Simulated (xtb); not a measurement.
B(OH)(SeH)2 (BH₃OSe₂), SMILES OB([SeH])[SeH]. All values are semi-empirical tight-binding results from xtb (GFN2-xTB unless named), good for trends rather than for accurate numbers. Geometry optimised at GFN2-xTB. This is a generated structure with no PubChem entry under its InChIKey; it may be hypothetical. One conformer was computed; it need not be the lowest.

```yaml
point_group_as_xtb_finds_it: Cs
orbital_gap: 4.44 eV
zero_point_energy: 19.9 kcal/mol
G − E(el) at 298.15 K (modified RRHO): -0.1 kcal/mol
static polarisability (D4 model): 72.7 bohr³
solvation energy, GFN2-xTB/ALPB(water): -7.3 kcal/mol
solvation energy, GFN2-xTB/ALPB(dmso): -10.3 kcal/mol
```
